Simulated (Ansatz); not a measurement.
The molecule LiBe-, multiplicity 3 (an upper state: multiplicity 1 came lower at CCSD(T)/def2-TZVPP on PBE0 minima).

Constants: fifth-degree fit in 1/R to seven points, most abundant isotopes. In def2 and cc sets the state is the lowest found near the PBE0 minimum, followed along R.

Programs: Ansatz (Gaussian basis) for Hartree–Fock, density functionals and correlated methods. 

```json
[
 {"level": "wB97X-V/def2-TZVPP", "r_e (Å)": "2.666", "ω_e (cm⁻¹)": "316", "ω_e x_e (cm⁻¹)": "4.5", "α_e (cm⁻¹)": "0.012"},
 {"level": "CCSD/def2-TZVPP", "r_e (Å)": "2.688", "ω_e (cm⁻¹)": "299", "ω_e x_e (cm⁻¹)": "4.7", "α_e (cm⁻¹)": "0.013"},
 {"level": "CCSD(T)/def2-TZVPP", "r_e (Å)": "2.685", "ω_e (cm⁻¹)": "300", "ω_e x_e (cm⁻¹)": "4.6", "α_e (cm⁻¹)": "0.013"}
]
```

Correlated levels freeze the inner cores; with def2 sets outer-core shells near the valence are correlated too.

Ansatz is a quantum-chemistry and plane-wave program.
